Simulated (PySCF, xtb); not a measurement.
C2H6ClInO, SMILES C[CH2][In]([Cl])[OH].

GFN2-xTB (xtb) at its own geometry gives an orbital gap of 3.23 eV and a dipole moment of 3.38 D.

Geometry: PBE0-D3(BJ)/def2-SVP. The def2 effective core potentials stand for the cores of In; spin–orbit coupling is left out. Other conformers were not sampled.

Problem. What does PBE/def2-TZVP in PySCF give? (Estimate from the structure and the level; the computed values follow.)

Solution. gap 4.61 eV (levels -6.82 and -2.21 eV), dipole 2.69 D.
